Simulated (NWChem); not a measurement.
Species: CH5BrOSi; SMILES C[SiH](O)Br

```xyz
9

Si    -0.0554    -0.9281     0.3999
C      1.4665    -1.7359    -0.2816
O     -1.3638    -1.6253    -0.3403
Br    -0.0016     1.2693    -0.0480
H     -0.1603    -1.0180     1.8840
H      1.4510    -2.8157    -0.0658
H      2.3721    -1.3001     0.1657
H      1.5135    -1.5984    -1.3722
H     -2.2342    -1.2812    -0.1178
```
Atoms are numbered in this order, from 1.

Geometry: optimised at PBE0/def2-SVP.

Q: List the 4 lowest vertical singlet excitations from CAM-B3LYP/def2-SVPD, TDA (NWChem).

A: 
| state | energy (eV) | oscillator strength | leading excitation (squared amplitude) |
|---|---|---|---|
| S1 | 7.28 | 0.039 | HOMO → LUMO+1 (0.64) |
| S2 | 7.46 | 0.034 | HOMO−1 → LUMO+1 (0.57) |
| S3 | 7.53 | 0.010 | HOMO → LUMO (0.49) |
| S4 | 7.76 | 0.033 | HOMO−1 → LUMO (0.58) |
